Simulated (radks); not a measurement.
Results of a calculation; reference values are marked as such.
The silver ion Ag39+, 8 electrons, occupied as [He] 2s2 2p4.

Code: a radial shooting solver on a logarithmic mesh with Libxc functionals. Model: scalar-relativistic Kohn-Sham, SCAN, spin-polarised, spherical densities, finite nucleus; open shells are filled with parallel spins first (spin-orbit coupling, left out, can overturn this in heavy ions); meta-GGA in the generalised Kohn-Sham scheme; Fermi nuclear charge, rms radius 4.5454 fm.

Energy parts (eV):
part                       energy
total                 -100901.672
kinetic                106002.620
electron-nucleus      -213937.412
Hartree                  8835.375
exchange-correlation    -1802.255

Orbitals (lengths in bohr, moments of r in powers of bohr):
orbital  occ.  eigenvalue (eV)      <r^4>
1s up       1        -28229.11  4.410e-06
1s down     1        -28202.32  4.391e-06
2s up       1        -6285.032  0.0006594
2s down     1        -6246.060  0.0006674
2p up       3        -5955.334  0.0004515
2p down     1        -5905.355  0.0004597

The highest occupied level is 2p down at -5905.4 eV. Summed over all electrons, <r^2> = 0.1039 bohr^2, which gives a Langevin (diamagnetic) susceptibility term of -0.0823 x 10^-6 cm^3/mol. Spin moment in Bohr magnetons: 2. The density falls to 0.001 e/bohr^3 at r = 0.47 bohr. The electron density at the nucleus is 1.475e+05 e/bohr^3 (large components only). The spin density at the nucleus is -18.41 e/bohr^3 (1s -96.86, 2s 78.45). For comparison, the ionisation energy in NIST's Atomic Spectra Database is 5966 eV (semi-empirical). In exact Kohn-Sham theory the highest level is minus the ionisation energy, but local and semilocal functionals leave it too shallow, through self-interaction and a potential that decays too fast; potentials with the right tail come closer.

Empty levels of this run are not shown, since the potential may be unsettled where no density lies.
